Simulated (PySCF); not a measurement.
Se (SMILES [Se+]), charge +1, quartet. Base run: PySCF with CAMB3LYP/aug-cc-pVDZ.

Geometry (Å):
```xyz
1

Se     0.0000     0.0000     0.0000
```
Charge +1, spin multiplicity 4.
Orbitals are unrestricted.
All else is at PySCF's defaults.
Base energy -2401.22823 Eh.

The base run was repeated with changes; each row names its change, and settings that it needs were set with it.

```json
[
 {"change": "base", "ΔE vs base (mEh)": "0.000", "grid points": "20424", "electrons on the grid": "33.00000"},
 {"change": "grids.level = 2", "ΔE vs base (mEh)": "0.000", "grid points": "13080", "electrons on the grid": "33.00000"},
 {"change": "grids.level = 0", "ΔE vs base (mEh)": "13.162", "grid points": "2448", "electrons on the grid": "32.99908"},
 {"change": "grids.level = 7", "ΔE vs base (mEh)": "0.000", "grid points": "86640", "electrons on the grid": "33.00000"},
 {"change": "grids.atom_grid = (150, 974)", "ΔE vs base (mEh)": "0.000", "grid points": "70296", "electrons on the grid": "33.00000"},
 {"change": "grids.atom_grid = (30, 110)", "ΔE vs base (mEh)": "13.162", "grid points": "2448", "electrons on the grid": "32.99908"},
 {"change": "small_rho_cutoff = 0", "ΔE vs base (mEh)": "0.000", "grid points": "20424", "electrons on the grid": "33.00000"},
 {"change": "grids.atom_grid = (99, 590)", "ΔE vs base (mEh)": "0.000", "grid points": "28352", "electrons on the grid": "33.00000"},
 {"change": "grids.prune = dft.gen_grid.treutler_prune", "ΔE vs base (mEh)": "0.000", "grid points": "20704", "electrons on the grid": "33.00000"},
 {"change": "grids.radi_method = mura_knowles", "ΔE vs base (mEh)": "0.000", "grid points": "19312", "electrons on the grid": "33.00000"},
 {"change": "grids.radi_method = gauss_chebyshev", "ΔE vs base (mEh)": "0.000", "grid points": "20544", "electrons on the grid": "33.00000"}
]
```

Open shells are given as the SCF converged; they aren't shown to be the lowest states, and a large step between rows can be another state.
